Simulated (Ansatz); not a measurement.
Basis-set extrapolation for C4H6BF (`CB1C=C1CF`) (PBE0-D4/def2-TZVP geometry, frozen core, Ansatz). Multiplicity 1, RHF reference.

|  | def2-TZVPP | def2-QZVPP |
| --- | --- | --- |
| HF | -279.155348 | -279.167508 |
| MP2 correlation | -0.983902 | -1.055394 |
| CCSD(T) correlation | -1.063958 | not run |

Energies in hartree. Use E(X) = E(∞) + A·exp(−7.88·√X) for Hartree–Fock and E(X) = E(∞) + B·X^(−2.97) for correlation, with X = 3 and 4, and add CCSD(T) minus MP2 of the smaller set to the MP2 limit.

What is the CCSD(T) energy at the basis-set limit?

HF limit: -279.167508 + (-0.012160) × 0.13774 = -279.16918. MP2 limit: -1.055394 + (-0.071492) × 0.74074 = -1.10835. Higher-order term: -1.063958 − (-0.983902) = -0.08006. Total: -280.35759 hartree, 363.1 kJ/mol below CCSD(T)/def2-TZVPP.
